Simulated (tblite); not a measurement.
C5H8NP3.
InChI=1S/C5H8NP3/c1-6(2)5-8-3-7-4-9-5/h3-4H,1-2H3

All values are computed: GFN2-xTB (tblite) harmonic vibrations without scaling, gas phase. Against measured fundamentals such values can be off by several per cent, at times by over 20.

Question: How many normal modes are there?

Answer: 17 atoms, non-linear: 3N − 6 = 45.

Question: What is the point group of the computed structure, and how do the modes divide by symmetry?

Answer: C2v. The vibrations span 15 a1 + 7 a2 + 23 of b1 or b2.

Question: How many distinct wavenumbers does the calculation give?

Answer: 45: C2v has no degenerate species.

Question: How many fundamentals are allowed in the infrared by symmetry?

Answer: 38 of 45: in C2v a2 modes are forbidden. All fundamentals are allowed in the Raman spectrum.

Question: How large is the harmonic zero-point energy?

Answer: ½Σν̃ = 26481 cm⁻¹ = 75.7 kcal/mol (45 modes); those above 1550 cm⁻¹ give 33.9 kcal/mol of it.

Question: How far is the lowest real mode excited at 200 K, as a harmonic oscillator?

Answer: θ = hcν̃/k = 64 K for 44.5 cm⁻¹, so N1/N0 = 0.73 and ⟨v⟩ = 1/(exp(θ/T) − 1) = 2.7.

Conformer computed: `[CH3:1][N:2]([CH3:3])[c:4]1[p:5][cH:6][p:7][cH:8][p:9]1`: C1–N2–C4–P5 -1°.
